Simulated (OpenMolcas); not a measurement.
## Cr2+: ligand-field states by method

Cr2+ with its 8 nearest fluoride ions at 2.334 Å, on the Sr site of SrF2 (a = 5.796 Å, distance in the model lattice 2.510 Å). The rest of the host is ab initio model potentials to 7.6 Å and point charges beyond; the distance is set by hand and nothing relaxes. Ligand basis ANO-RCC-VDZP.
```
Cr    0.0000    0.0000    0.0000
F     1.3475    1.3475    1.3475
F     1.3475    1.3475   -1.3475
F     1.3475   -1.3475    1.3475
F     1.3475   -1.3475   -1.3475
F    -1.3475    1.3475    1.3475
F    -1.3475    1.3475   -1.3475
F    -1.3475   -1.3475    1.3475
F    -1.3475   -1.3475   -1.3475
```

```
Program             : OpenMolcas
Basis               : ANO-RCC-VTZP [6s5p3d2f1g]
Scalar Hamiltonian  : DKH2, point nucleus
Active space        : 4 electrons in 5 orbitals (3d)
State averaging     : 2S+1 = 5 even, 5 roots; 2S+1 = 3 even, 45 roots; 2S+1 = 1 even, 50 roots
Spin-orbit coupling : state interaction with AMFI integrals over the reference wave functions
```

I. CASSCF
II. SS-CASPT2, IPEA 0.25 Eh, imaginary shift 0.1 Eh (closed shells correlated: 3s 3p and the ligand valence shells)

Spin-free states (labels of O, the rotations of Oh) in cm-1, each column counted from its own energy of the first state listed:

```csv
State,Degeneracy,I,II
5T2,3,0,0
5E,2,3704,4630
3T1,3,17188,14310
3T2,3,19037,16220
3T1,3,20420,17400
3E,2,22301,19600
3T2,3,22933,18570
3T1,3,23138,18870
1A1,1,23451,19990
3A2,1,25619,21550
3T1,3,25633,22730
3T2,3,25892,21580
1T1,3,26265,22020
3E,2,26750,22860
3A1,1,28684,24920
1T2,3,28983,24730
3T1,3,29610,27150
1E,2,30545,25590
1A1,1,31410,25570
1T2,3,32157,27800
```

From I to II, I's first state of the same spin (5E) moves from 3704 to 4630 cm-1, by about +930 cm-1.

From I to II, I's first state of another spin (3T1) moves from 17188 to 14310 cm-1, by about -2900 cm-1.

χT at 300 K: I 2.62, II 2.63 cm3 K/mol.

Roots that are degenerate in the reference are averaged as groups; the widest CASPT2 spread within a group is 710 cm-1 (the 3-fold group of multiplicity 3 near 43700 cm-1 above the lowest state of its run, II). Shifts and gaps below about the spread of the groups concerned are not significant. Over all roots computed the reference weight is 0.68 to 0.69 in II; a low but even weight reflects the number of correlated electrons. An orbital triplet at a regular site is open to Jahn-Teller coupling, which can distort the site and quench the lowest spin-orbit gaps and is left out. Ligand-to-metal charge-transfer states are missing. With no ligand orbital active B as a rule stays too high, so bands that hang on it stand too high and its fall with covalency is understated. Without dynamic correlation the repulsion within the d shell is too large (B by tens of per cent), so at a given field states of lower spin stand too high (holds for I). With metal d orbitals alone and no dynamic correlation 10Dq can be off by a tenth to a fifth, either way, in oxide and fluoride hosts (holds for I). These CASPT2 states fit no ligand-field parameters well, so their order and spin gaps are uncertain (holds for II). With one d shell and no ligand orbital active, 10Dq can be off by tens of per cent for divalent 3d ions, low with halides held by bare charges and at times high in hosts (holds for II). Free-ion shares, where given, are those of the reference states; single-state CASPT2 does not remix them (holds for II). No measured value stands beside these numbers; the geometry was set by hand and not optimised.
